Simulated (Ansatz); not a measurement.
Reactions of `CN[SiH2][SiH3]`.

Isolated molecules relaxed with PBE0-D4/def2-TZVP in Ansatz; ΔE leaves out vibrations. CBS: MP2 limit from def2 TZ/QZ plus the TZ coupled-cluster correction, frozen cores. This one scheme is used for every species. Elements past krypton have def2 core potentials. For Ge, In, Sn outer-core shells are correlated without core-valence functions, which leaves a few kJ/mol of doubt a bond. Scalar relativity is left out up to krypton. One conformer a species, not always the lowest.

Q: Order these by ΔE at CCSD(T)/CBS, lowest first. (An estimate is asked.)
A. `CN[SiH2][SiH3]` + `[OH][SnH3]` → `[SiH3][SiH2][O][SnH3]` + CH₃NH₂
B. `CN[SiH2][SiH3]` + `[OH][In]([F])[SH]` → `[F][In]([SH])[O][SiH3]` + `CN[SiH3]`
C. `CN[SiH2][SiH3]` → `CN[SiH3]` + `[SiH2]`
D. `CN[SiH2][SiH3]` + H–F → `F[SiH3]` + `CN[SiH3]`
E. `CN[SiH2][SiH3]` → disilane + `C=N`
F. `CN[SiH2][SiH3]` + `[NH2][GeH]([OH])[CH2]Cl` → `CN[SiH](N)[SiH3]` + `[OH][GeH2][CH2]Cl`
G. `CN[SiH2][SiH3]` + H₂ → `CN[SiH3]` + SiH₄

A: D (-1.34 eV), B (-1.07 eV), A (-0.65 eV), F (-0.39 eV), G (-0.25 eV), E (+1.66 eV), C (+2.41 eV).

Largest T1 diagnostic: 0.016, for `[OH][In]([F])[SH]`.
